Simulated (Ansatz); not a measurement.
Ansatz results at the PBE0-D4/def2-TZVP geometry: LUMO energy (PBE/def2-TZVPP) -1.35 eV; LUMO energy (B3LYP/def2-TZVPP) -0.62 eV; size of the dipole moment (B3LYP/def2-TZVPP) 0.59 D.

Each molecule was computed in one conformer, which needn't be the lowest.

Which molecule gave them?
A. `CC(=S)CI`
B. `C=C=C[SiH2][SiH3]`
C. `[BH2][GaH][OH]`
D. `NC1=NCN1[SiH3]`

B. The others give `CC(=S)CI`: -3.51, -2.83, 2.19; `NC1=NCN1[SiH3]`: -0.58, 0.01, 2.41; `[BH2][GaH][OH]`: -3.58, -2.81, 2.06.

B3LYP here is the variant with VWN-RPA as its local correlation; programs differ in this.
